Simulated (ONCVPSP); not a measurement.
## Ge (Z = 32): variants of one ONCV potential

Base potential:

| Property | Result |
| --- | --- |
| Element | Ge |
| Generator | ONCVPSP 4.0.1 |
| Type | optimised norm-conserving Vanderbilt (ONCV) |
| Functional | LDA (Perdew-Wang 92) |
| Relativity | scalar-relativistic |
| Frozen core | [Ar] |
| Valence charge | 14 |
| Reference configuration | 3d10 4s2 4p2 |
| Partial waves | 4s: rc 1.90 bohr, ncon 5, nbas 9, qcut 2.7 1/bohr, 2 projectors, debl 2.6 Ha; 4p: rc 2.30 bohr, ncon 3, nbas 7, qcut 4.2 1/bohr, 3 projectors, debl 0.9 Ha; 3d: rc 0.90 bohr, ncon 4, nbas 9, qcut 14.2 1/bohr, 2 projectors, debl 1.7 Ha |
| Local potential | polynomial inside 0.85 bohr (lpopt 5, dvloc0 2 Ha) |
| Core correction | none |

All-electron outer shells of the reference configuration (LDA (PZ), scalar-relativistic, ld1.x):

| shell | level (eV) | outermost node (bohr) | outermost maximum (bohr) |
| --- | --- | --- | --- |
| 3s | -167.73 | 0.26 | 0.54 |
| 3p | -115.38 | 0.23 | 0.54 |
| 3d | -29.55 | – | 0.50 |
| 4s | -11.95 | 0.77 | 1.73 |
| 4p | -4.05 | 0.82 | 2.19 |

Cutoffs, loose and tight: the cutoffs (Ha) at which the residual kinetic energy of the hardest occupied pseudo-wave falls to 1 and 0.1 mHa per electron. They do not see the model core or the augmentation charge, which bear on the density cutoff. Test errors are all-electron minus pseudo excitation energies from the reference, over the configurations 3d10 4s2 4p1; 3d10 4s2 4p0; 3d10 4s1 4p0; 3d9 4s2 4p2. A dash means not determined; rows that change the core or the reference have their own tests.

A true bound ghost makes a file unfit for plane-wave use even where its test errors are small: the radial tests pick states by their node count and pass the ghost by.

| change | outcome | cutoff, loose | cutoff, tight | bound ghosts | GHOST(+) flags above zero | largest test error (meV) |
| --- | --- | --- | --- | --- | --- | --- |
| base | generated | 100 Ha | 345 Ha | s | p | -246 |
| local potential polynomial inside 0.85 bohr (lpopt 5, dvloc0 -2 Ha) | generated | 100 Ha | 345 Ha | s | p | -229 |
| local potential polynomial inside 0.85 bohr (lpopt 5, dvloc0 -1.5 Ha) | generated | 100 Ha | 345 Ha | s | p | -230 |
| local potential polynomial inside 0.85 bohr (lpopt 5, dvloc0 0 Ha) | generated | 100 Ha | 345 Ha | s | p | -233 |
| local potential polynomial inside 0.85 bohr (lpopt 5, dvloc0 1.5 Ha) | generated | 100 Ha | 345 Ha | s | p | -241 |
| local potential polynomial inside 0.85 bohr (lpopt 5, dvloc0 2.5 Ha) | generated | 100 Ha | 345 Ha | none | p | 4 of 4 tests not solved or not reliable |
| local potential polynomial inside 0.85 bohr (lpopt 5, dvloc0 4.5 Ha) | generated | 100 Ha | 345 Ha | none | s, p | -196 |
| local potential polynomial inside 0.85 bohr (lpopt 5, dvloc0 5.5 Ha) | generated | 100 Ha | 345 Ha | none | s, p | -209 |
| local potential polynomial inside 0.85 bohr (lpopt 5, dvloc0 6.5 Ha) | generated | 100 Ha | 345 Ha | none | s, p | -214 |
| local potential polynomial inside 0.85 bohr (lpopt 5, dvloc0 8 Ha) | generated | 100 Ha | 345 Ha | none | s, p | -218 |
| local potential polynomial inside 0.85 bohr (lpopt 5, dvloc0 9.5 Ha) | generated | 100 Ha | 345 Ha | none | s, p | -220 |

Reading the sweep of the dvloc0 (base included, trends over the rows without a ghost): The loose cutoff stays near 100 Ha. The median size of the test errors (rows with all tests solved) stays near 15.3 meV. Bound ghosts are found at -2, -1.5, 0, 1.5, 2 Ha.
